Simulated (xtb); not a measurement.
H$_{2}$Ga, charge +1, singlet, from a rough starting geometry (GFN-xTB shapes and energies of metal compounds can be far from the true ones); GFN2-xTB (xtb).

Input for xtb:
```
$ xtb mol.xyz --gfn 2 --chrg 1 --opt vtight --json

# file mol.xyz
3

Ga     0.01703654     0.04813127     0.00980337
H      0.29988821    -1.52351580     0.16787106
H     -0.30364972     1.58567747    -0.14131951
```

The log (banner, timings and long lists left out):

```
   ID    Z sym.   atoms
    1   31 Ga     1
    2    1 H      2, 3

           -------------------------------------------------
          |                Calculation Setup                |
           -------------------------------------------------

           -------------------------------------------------
          |                 G F N 2 - x T B                 |
           -------------------------------------------------

          ...................................................
          :                      SETUP                      :
          :.................................................:
          :  # basis functions                  12          :
          :  # atomic orbitals                  11          :
          :  # shells                            5          :
          :  # electrons                         4          :
          :  max. iterations                   250          :
          :  Hamiltonian                  GFN2-xTB          :
          :  restarted?                      false          :
          :  GBSA solvation                  false          :
          :  PC potential                    false          :
          :  electronic temp.          300.0000000     K    :
          :  accuracy                    1.0000000          :
          :  -> integral cutoff          0.2500000E+02      :
          :  -> integral neglect         0.1000000E-07      :
          :  -> SCF convergence          0.1000000E-05 Eh   :
          :  -> wf. convergence          0.1000000E-03 e    :
          :  Broyden damping             0.4000000          :
          :  net charge                          1          :
          :  unpaired electrons                  0          :
          ...................................................

 iter      E             dE          RMSdq      gap      omega  full diag
   1     -1.6984117 -0.169841E+01  0.286E+01    3.12       0.0  T
   2     -1.6992602 -0.848441E-03  0.176E+01    3.04       1.0  T
   3     -1.6994644 -0.204223E-03  0.699E-01    3.01       1.0  T
   4     -1.6995129 -0.485267E-04  0.148E-01    3.02       1.0  T
   5     -1.6995174 -0.449609E-05  0.842E-02    3.02       1.0  T
   6     -1.6995184 -0.982113E-06  0.736E-03    3.01       7.8  T
   7     -1.6995184 -0.870415E-08  0.125E-03    3.01      46.2  T
   8     -1.6995184 -0.438998E-10  0.128E-04    3.01     451.2  T
   9     -1.6995184 -0.833333E-12  0.182E-05    3.01    3169.7  T

[...]
         :: total energy              -1.693325955100 Eh    ::
 * total energy  :    -1.6933260 Eh     change       -0.7549517E-14 Eh
 * total energy  :    -1.6935750 Eh     change       -0.2490241E-03 Eh
 * total energy  :    -1.6936209 Eh     change       -0.4590035E-04 Eh
 * total energy  :    -1.6936217 Eh     change       -0.8659231E-06 Eh
 * total energy  :    -1.6936220 Eh     change       -0.2170179E-06 Eh
 * total energy  :    -1.6936220 Eh     change       -0.3332581E-09 Eh
   *** GEOMETRY OPTIMIZATION CONVERGED AFTER 6 ITERATIONS ***
         :: total energy              -1.693621962816 Eh    ::
[...]
         7                         -0.3120097              -8.4902
         8                         -0.2980695              -8.1109
         9                         -0.2980695              -8.1109
        10                          0.4347578              11.8304
        11                          0.7975276              21.7018
      -------------------------------------------------------------
                  HL-Gap            0.1171615 Eh            3.1881 eV
             Fermi-level           -0.6133120 Eh          -16.6891 eV

     #   Z          covCN         q      C6AA      α(0)
     1  31 Ga       1.804     0.730   201.365    31.861
     2   1 H        0.902     0.135     1.502     1.917
     3   1 H        0.902     0.135     1.502     1.917

 Mol. C6AA /au·bohr⁶  :        273.853482
 Mol. C8AA /au·bohr⁸  :      25160.477554
 Mol. α(0) /au        :         35.695517

Wiberg/Mayer (AO) data.
largest (>0.10) Wiberg bond orders for each atom

 ---------------------------------------------------------------------------
     #   Z sym  total        # sym  WBO       # sym  WBO       # sym  WBO
 ---------------------------------------------------------------------------
     1  31 Ga   1.390 --     3 H    0.695     2 H    0.695
     2   1 H    0.982 --     1 Ga   0.695     3 H    0.287
     3   1 H    0.982 --     1 Ga   0.695     2 H    0.287
 ---------------------------------------------------------------------------

Topologies differ in total number of bonds
Writing topology from bond orders to xtbtopo.mol

molecular dipole:
                 x           y           z       tot (Debye)
 q only:        0.008       0.069       0.023
   full:        0.008       0.069       0.023       0.187
molecular quadrupole (traceless):
                xx          xy          yy          xz          yz          zz
 q only:       -1.053      -0.654       2.199       0.065      -0.333      -1.146
  q+dip:       -1.715      -1.066       3.583       0.106      -0.544      -1.867
   full:        0.179       0.114      -0.376      -0.011       0.060       0.196

optimized geometry written to: xtbopt.xyz

           -------------------------------------------------
          | TOTAL ENERGY               -1.693621962816 Eh   |
          | GRADIENT NORM               0.000000887622 Eh/α |
          | HOMO-LUMO GAP               3.188127627339 eV   |
           -------------------------------------------------
```
